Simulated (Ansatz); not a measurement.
Calculated with Ansatz (gas phase, PBE0-D4/def2-TZVP geometries, no zero-point term in ΔE). CBS: MP2 limit from def2 TZ/QZ plus the TZ coupled-cluster correction, frozen cores. This one scheme is used for every species. DFT in def2-TZVPP. HSE06 is defined as in plane-wave codes. Each species was taken in one conformer, which may not be the lowest.

Reaction (redistribution): `B[Si](O)(F)Cl` + `[OH][AlH][SH]` → `B[SiH](F)Cl` + `[OH][Al]([OH])[SH]`

(1) Is it downhill or uphill in electronic energy at CCSD(T)/CBS, and by how much? (Best estimate.)

(2) What do these levels give: PBE-D4, HSE06-D4, BLYP, CAM-B3LYP, SCS-MP2/def2-TZVPP, MP2/def2-QZVPP? (Best estimate.)

Largest T1 diagnostic among the species: 0.012.

Results:

(1) Computed: Downhill: ΔE = -14.9 kJ/mol.

(2) Computed: PBE-D4 -12.5, HSE06-D4 -11.5, BLYP -16.6, CAM-B3LYP -13.2, SCS-MP2/def2-TZVPP -16.1, MP2/def2-QZVPP -16.8 kJ/mol.

From BLYP to BHLYP (50 % exact exchange), in def2-TZVPP and without D4, ΔE moves by +3.4 kJ/mol. Leaving LDA and LC-ωPBE aside and taking each functional with its dispersion term where it has one, the values, not all of them listed here, spread over 13.4 kJ/mol, from B2PLYP to B97M-V. LDA lies +6.0 kJ/mol from PBE without D4.
